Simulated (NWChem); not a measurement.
# sulfur trioxide (SO3); SMILES O=S(=O)=O

Results from NWChem. All runs use the structure optimised with B3LYP/6-31G* (spherical d).

Problem. Estimate the computed values for B3LYP/aug-cc-pVDZ. Quantities: highest occupied level (eV); orbital gap (eV).

Solution. 
```yaml
highest occupied level (eV): -9.79
orbital gap (eV): 6.47
```
